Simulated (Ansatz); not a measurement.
Geometry optimisation, RKS PBE0-D4/6-31G* in Ansatz 0.2.0.

The input (input.yaml):

```yaml
crystal:
  periodic: [false, false, false]
  atoms:
    - { symbol: Si, position_ang: [0.577628, 0.153555, -0.050609] }
    - { symbol: H, position_ang: [-1.027002, 0.548297, 2.047649] }
    - { symbol: O, position_ang: [1.734283, -0.072244, -1.208821] }
    - { symbol: H, position_ang: [1.414277, -0.40858, -2.057794] }
    - { symbol: O, position_ang: [-0.702467, 0.9225, -0.748004] }
    - { symbol: H, position_ang: [-1.575838, 0.665378, -0.421211] }
    - { symbol: H, position_ang: [0.10345, -1.123776, 0.528964] }
    - { symbol: O, position_ang: [1.370328, 1.049592, 1.107649] }
    - { symbol: H, position_ang: [2.213055, 1.379381, 0.760515] }
    - { symbol: H, position_ang: [-0.466513, 0.872098, 2.33646] }
basis:
  gaussian: { orbitals: "6-31G*" }
hamiltonian:
  xc: pbe0
  dispersion: d4
relax:
  f_tol: 0.03
  max_steps: 50
output:
  orbitals: {}
```

Command:

```bash
$ ansatz run input.yaml --threads 1 --pin off --max-ram 2048MiB --backend cpu --events-out ev --progress --plain --runs-dir out
```

**Question.** Where does it end, and by what steps?

**Answer.** The run converged. The force dipped under the threshold on the way, but the program's further checks kept it going. After 20 steps the energy has fallen by 0.238 eV; H2 moved furthest, 1.21 Å.

```
step  energy less start (eV)  largest force component (eV/Å)  accepted
   0                  0.0000                           1.316       yes
   1                 -0.1008                           0.297       yes
   2                 -0.1417                           0.374       yes
   3                 -0.1788                           0.515       yes
   4                 -0.1963                           0.283       yes
   5                 -0.1873                           0.665        no
   6                 -0.2214                           0.111       yes
   7                 -0.2214                           0.067        no
   8                 -0.2239                           0.021       yes
   9                 -0.2250                           0.094       yes
  10                 -0.2265                           0.131       yes
  11                 -0.2288                           0.117       yes
  12                 -0.2304                           0.154       yes
  13                 -0.2323                           0.106       yes
  14                 -0.2353                           0.081       yes
  15                 -0.2357                           0.170       yes
  16                 -0.2369                           0.070       yes
  17                 -0.2374                           0.020       yes
  18                 -0.2378                           0.029       yes
  19                 -0.2380                           0.059       yes
  20                 -0.2380                           0.028       yes
```

```xyz
10
Properties=species:S:1:pos:R:3
Si 0.795 -0.229 -0.229
H -1.422 1.580 2.535
O 1.797 0.058 -1.505
H 1.336 0.303 -2.316
O -0.650 0.433 -0.692
H -1.362 0.397 -0.042
H 0.657 -1.663 0.105
O 1.428 0.446 1.135
H 1.820 1.320 1.011
H -0.758 1.340 2.293
```

The run took 64 s on 1 thread of Arm Neoverse V1 (shared host), peak memory 0.15 GiB.
